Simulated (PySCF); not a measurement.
Two-photon absorption: SMILES CN(C)/C=C/C=C/Cl, C₆H₁₀ClN

Geometry:
```csv
atom,x (Å),y (Å),z (Å)
C1,-1.240,1.138,-0.946
N2,-0.911,0.088,-0.023
C3,-1.995,-0.715,0.476
C4,0.362,-0.404,0.010
C5,1.431,0.018,-0.714
C6,2.746,-0.543,-0.524
C7,3.843,-0.169,-1.203
Cl8,5.396,-0.883,-0.944
H9,-2.230,1.548,-0.699
H10,-1.260,0.793,-1.999
H11,-0.505,1.954,-0.871
H12,-2.778,-0.076,0.915
H13,-2.466,-1.340,-0.309
H14,-1.627,-1.388,1.264
H15,0.502,-1.218,0.730
H16,1.318,0.805,-1.465
H17,2.854,-1.334,0.227
H18,3.842,0.611,-1.967
```

Level of theory: TDDFT CAM-B3LYP/aug-cc-pVDZ excited states, vertical, gas phase (PySCF 2.14.0). Geometry: PBE0-D3(BJ)/def2-SVP.

Q: How strongly do the lowest singlets absorb one photon, and two photons of half the energy?

A: δ for parallel linear polarisation; σ at the peak of a Lorentzian of half width 0.1 eV, single beam; Ω is circular over linear.
| state | E (eV) | f | photon λ (nm) | δ (au) | σ (GM) | Ω | main |
| --- | --- | --- | --- | --- | --- | --- | --- |
| S1 | 4.44 | 0.085 | 558 | 336 | 2.43 | 1.18 | HOMO→LUMO 0.81 |
| S2 | 4.74 | 0.461 | 523 | 128 | 1.05 | 1.48 | HOMO→LUMO+2 0.51, HOMO→LUMO+1 0.34 |
| S3 | 4.78 | 0.303 | 518 | 125 | 1.04 | 1.43 | HOMO→LUMO+1 0.47, HOMO→LUMO+2 0.35 |
| S4 | 5.10 | 0.018 | 486 | 161 | 1.54 | 1.20 | HOMO→LUMO+3 0.74 |
| S5 | 5.45 | 0.072 | 455 | 2950 | 32.02 | 0.27 | HOMO→LUMO+5 0.58, HOMO→LUMO+4 0.20 |
| S6 | 5.50 | 0.014 | 451 | 209 | 2.32 | 1.28 | HOMO→LUMO+4 0.47, HOMO→LUMO+5 0.23 |

Among these, the strongest one-photon state is S2, the strongest two-photon state S5, with a dipole change of 8.4 D (relaxed, norm of the difference vector).
